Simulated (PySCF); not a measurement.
# From orbital energies to excitation energies

C7H4Br2O.
InChI=1S/C7H4Br2O/c8-6-4-2-1-3-5(6)7(9)10/h1-4H

The calculation used PySCF, TDDFT wB97X-D/def2-SVPD, vertical, gas phase, core orbitals frozen in the response. Isolated species at its PBE0-D3(BJ)/def2-SVP geometry (one conformer only). Relativistic effects, spin–orbit coupling among them, are left out although an element past zinc is present. Torsions of this conformer, `[O:1]=[C:2]([Br:3])[c:4]1[cH:5][cH:6][cH:7][cH:8][c:9]1[Br:10]`: O1–C2–C4–C5 -178°.

Orbital energies (eV): HOMO-3 -10.41, HOMO-2 -10.10, HOMO-1 -9.70, HOMO -9.37, LUMO -0.85, LUMO+1 0.51, LUMO+2 1.05.

Problem. Among the lowest singlets, which states do these configurations lead, and at what energies: HOMO-2→LUMO, HOMO→LUMO, HOMO-1→LUMO?

Solution. 

```json
{"state": "S1", "leading configuration": "HOMO-1→LUMO", "weight": "0.83", "Δε (eV)": "8.85", "E (eV)": "4.15", "E − Δε (eV)": "-4.71", "f": "0.0002", "other configurations": "H-5→L (8%)"}
{"state": "S2", "leading configuration": "HOMO→LUMO", "weight": "0.90", "Δε (eV)": "8.52", "E (eV)": "4.52", "E − Δε (eV)": "-4.00", "f": "0.083", "other configurations": "–"}
{"state": "S3", "leading configuration": "HOMO-2→LUMO", "weight": "0.81", "Δε (eV)": "9.25", "E (eV)": "5.18", "E − Δε (eV)": "-4.07", "f": "0.166", "other configurations": "H→L+1 (10%)"}
```

E − Δε runs from -4.71 to -4.00 eV. By orbital difference alone the order would be S2, S1, S3. Δε is the difference of the two orbital energies.

H and L stand for HOMO and LUMO. The other states: S4 5.30 eV, f 0.0028, H-3→L (90%); S5 5.59 eV, f 0.011, H-4→L (70%), H→L+1 (10%); S6 5.68 eV, f 0.0004, H-5→L (73%), H-1→L (10%); S7 6.00 eV, f 0.0042, H→L+2 (52%), H→L+3 (33%); S8 6.08 eV, f 0.392, H→L+1 (54%), H-1→L+2 (12%), H-2→L (12%); S9 6.27 eV, f 0.101, H-1→L+2 (34%), H-3→L+2 (18%), H-3→L+3 (17%); S10 6.32 eV, f 0.075, H-2→L+1 (40%), H-6→L (24%), H→L+1 (16%).

Problem. Pair triplets and singlets of the same leading configuration (75% or more in both) and give the splittings.

Solution. 

| configuration | triplet | E(T) (eV) | singlet | E(S) (eV) | E(S) − E(T) (eV) |
| --- | --- | --- | --- | --- | --- |
| HOMO-1→LUMO | T2 | 3.83 | S1 | 4.15 | +0.32 |

The 4 triplets are Tamm–Dancoff values, the singlets full response.

Summed over the main configurations (up to three a state, each over 8%) of all 10 singlets, the electron leaves HOMO with weight 2.64, HOMO-1 with weight 1.39, HOMO-2 with weight 1.33 and HOMO-3 with weight 1.25.

All these states lie below the vertical ionisation energy of 9.44 eV (ΔSCF).
